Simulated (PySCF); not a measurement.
A ladder for the ionisation energy of Nd⁺

Nd⁺ [Xe] 4f4 6s1 (high-spin determinant) → Nd²⁺ [Xe] 4f4 (high-spin determinant). Scalar values calculated with PySCF 2.14 in ANO-RCC-VTZP (spin-free X2C; valence: [Kr] 4d10 frozen; valence and next inner shell: [Ar] 3d10 frozen). The spin-orbit shift comes from two-component X2C-1e calculations (generalised Hartree-Fock, GHF, and MP2 on its spinors, GMP2) in x2c-TZVPPall-2c: GMP2 gives 10.822 eV without and 10.821 eV with screened spin-orbit coupling, a shift of -0.001 eV (GHF: 0.001 eV). Sums use unrounded values; where a UHF row is shifted, it takes the GHF shift.

```
                                method  scalar (eV)  plus spin-orbit shift (eV)  error (eV)
                                   UHF       10.035                      10.036      -0.747
                                   LDA       11.206                      11.205       0.422
                                   PBE       11.020                      11.019       0.236
                                  PBE0       10.819                      10.818       0.035
                                r2SCAN       10.756                      10.755      -0.028
                         MP2 (valence)       10.720                      10.718      -0.065
                     SCS-MP2 (valence)       10.540                      10.538      -0.245
    MP2 (valence and next inner shell)       10.798                      10.797       0.014
SCS-MP2 (valence and next inner shell)       10.613                      10.611      -0.172
                        CCSD (valence)       10.633                      10.632      -0.151
                     CCSD(T) (valence)       10.701                      10.700      -0.083
```

Reference: 10.783 ± 0.02 eV (semi-empirical (NIST evaluation); NIST Atomic Spectra Database, ionization energies).

The errors of the correlated levels include the incompleteness of the basis and the frozen core, so a lower level can come closer by cancellation.

Both determinants mix LS terms of the configuration, so the numbers do not refer to single terms; with the open shell unchanged, much of this cancels in the difference.
